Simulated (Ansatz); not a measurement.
`[OH][AlH][CH2]O[SiH2]F` + `C#CCOC` → `COC[SiH2]F` + `C#CO[CH2][AlH][OH]`  (formal exchange of groups at the Si–O bond)

Calculated with Ansatz (gas phase, PBE0-D4/def2-TZVP geometries, no zero-point term in ΔE). CCSD(T)/CBS is the MP2 limit (def2-TZVPP, def2-QZVPP) plus CCSD(T) − MP2 in def2-TZVPP, frozen cores. Functionals use def2-TZVPP. B3LYP here is the variant with VWN-RPA as its local correlation; programs differ in this. Each species was taken in one conformer, which may not be the lowest.

```json
{"level": "PBE-D4", "ΔE (kJ/mol)": "129.9", "difference from CCSD(T)/CBS": "-30.3"}
{"level": "r2SCAN-D4", "ΔE (kJ/mol)": "140.5", "difference from CCSD(T)/CBS": "-19.7"}
{"level": "PBE0-D4", "ΔE (kJ/mol)": "137.5", "difference from CCSD(T)/CBS": "-22.7"}
{"level": "B3LYP-D4", "ΔE (kJ/mol)": "155.5", "difference from CCSD(T)/CBS": "-4.7"}
{"level": "ωB97X-V", "ΔE (kJ/mol)": "147.8", "difference from CCSD(T)/CBS": "-12.4"}
{"level": "ωB97M-V", "ΔE (kJ/mol)": "150.2", "difference from CCSD(T)/CBS": "-10.0"}
{"level": "B2PLYP", "ΔE (kJ/mol)": "162.3", "difference from CCSD(T)/CBS": "2.1"}
{"level": "PBE", "ΔE (kJ/mol)": "132.6", "difference from CCSD(T)/CBS": "-27.6"}
{"level": "r2SCAN", "ΔE (kJ/mol)": "140.9", "difference from CCSD(T)/CBS": "-19.3"}
{"level": "PBE0", "ΔE (kJ/mol)": "139.6", "difference from CCSD(T)/CBS": "-20.6"}
{"level": "B3LYP", "ΔE (kJ/mol)": "160.0", "difference from CCSD(T)/CBS": "-0.2"}
{"level": "HF/def2-TZVPP", "ΔE (kJ/mol)": "183.0", "difference from CCSD(T)/CBS": "22.8"}
{"level": "MP2/def2-TZVPP", "ΔE (kJ/mol)": "162.9", "difference from CCSD(T)/CBS": "2.7"}
{"level": "SCS-MP2/def2-TZVPP", "ΔE (kJ/mol)": "166.8", "difference from CCSD(T)/CBS": "6.6"}
{"level": "CCSD/def2-TZVPP", "ΔE (kJ/mol)": "164.9", "difference from CCSD(T)/CBS": "4.7"}
{"level": "CCSD(T)/def2-TZVPP", "ΔE (kJ/mol)": "157.8", "difference from CCSD(T)/CBS": "-2.4"}
{"level": "HF/def2-QZVPP", "ΔE (kJ/mol)": "184.3", "difference from CCSD(T)/CBS": "24.1"}
{"level": "MP2/def2-QZVPP", "ΔE (kJ/mol)": "164.7", "difference from CCSD(T)/CBS": "4.5"}
{"level": "SCS-MP2/def2-QZVPP", "ΔE (kJ/mol)": "168.7", "difference from CCSD(T)/CBS": "8.5"}
{"level": "HF/CBS(def2)", "ΔE (kJ/mol)": "184.5", "difference from CCSD(T)/CBS": "24.3"}
{"level": "MP2/CBS(def2)", "ΔE (kJ/mol)": "165.3", "difference from CCSD(T)/CBS": "5.1"}
{"level": "CCSD/CBS(def2)", "ΔE (kJ/mol)": "167.3", "difference from CCSD(T)/CBS": "7.1"}
{"level": "CCSD(T)/CBS", "ΔE (kJ/mol)": "160.2", "difference from CCSD(T)/CBS": "0"}
```

Largest T1 diagnostic among the species: 0.014.

In def2-TZVPP, CCSD(T) changes the Hartree–Fock value by −25.2 kJ/mol (the triples alone add −7.1 kJ/mol) and MP2 by −20.1 kJ/mol. The D4 term adds −4.5 kJ/mol with B3LYP and −2.2 kJ/mol with PBE0; it sums over pairs of atoms, weighted by their polarisabilities, and B3LYP, whose exchange is more repulsive, gets the larger term.
